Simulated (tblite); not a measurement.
Compound: C3H13NSSi3.
Atom-mapped SMILES: `[CH2:1]=[CH:2][CH2:3][Si@H:4]([SH:5])[N:6]([SiH3:7])[SiH3:8]` (hydrogens: H9, H10 on C1; H11 on C2; H12, H13 on C3; H14 on Si4; H15 on S5; H16, H17, H18 on Si7; H19, H20, H21 on Si8)

The geometry is computed with GFN2-xTB (gas phase).

Give the optimised bond lengths and angles.

```tsv
bond	length (Å)
C1=C2	1.324
C2–C3	1.484
C3–Si4	1.910
Si4–S5	2.149
Si4–N6	1.732
N6–Si7, N6–Si8	1.753
C1–H9	1.076
C1–H10	1.079
C2–H11	1.082
C3–H12	1.088
C3–H13	1.090
Si4–H14	1.466
S5–H15	1.329
Si7–H16 and 3 like bonds	1.459
Si7–H18, Si8–H19	1.466
```

Bonds in one row agree within 0.01 Å and their mean is given. A selection of angles:
```tsv
angle	degrees
C1–C2–C3	124.2
C2–C3–Si4	112.5
C3–Si4–S5	107.4
C3–Si4–N6	113.1
S5–Si4–N6	110.8
Si4–N6–Si7	118.5
Si4–N6–Si8	121.0
Si7–N6–Si8	119.7
H15–S5–Si4	96.2
```

Dihedral angles: C1–C2–C3–Si4 -101° (anticlinal); C2–C3–Si4–S5 43° (synclinal); C3–Si4–N6–Si7 171° (antiperiplanar); H15–S5–Si4–C3 -7° (synperiplanar).

Si7 (SiH3 silicon) is tetrahedral (angles from 106.6° to 111.7°). N6 (nitrogen bridging silicon atoms) is almost planar (angles 121.0°, 119.7° and 118.5°, sum 359.2°, 0.09 Å off the plane of its three neighbours). The 2 C–C bonds span 1.324 Å (C1=C2, drawn double) to 1.484 Å (C2–C3, drawn single), a spread of 0.160 Å. Of the pairs four or more bonds apart, C1···H15 is among the closest relative to their van der Waals radii: 2.45 Å, 85 % of the sum of Bondi's values. The 3 N–Si bonds span 1.732 Å (Si4–N6, drawn single) to 1.756 Å (N6–Si7, drawn single), a spread of 0.024 Å. Si4 (SiH silicon) is distorted tetrahedral (angles from 105.7° to 113.1°).

Point group: C1 (no symmetry element, even within 0.4 Å). GFN2-xTB frequencies show an imaginary mode (33i cm⁻¹), so the point is no minimum at that level. Torsions: C1–C2–C3–Si4 -101°, C2–C3–Si4–S5 43°, C3–Si4–S5–H -7°, C3–Si4–N6–Si7 171°. 3 starts were optimised and ended at 0.00, 0.08 and 0.59 kcal/mol (GFN2-xTB); the lowest of these is shown.

On an Arm Neoverse N1 with one thread, shared host, this took 2.9 s of wall time. This is the geometry optimisation.
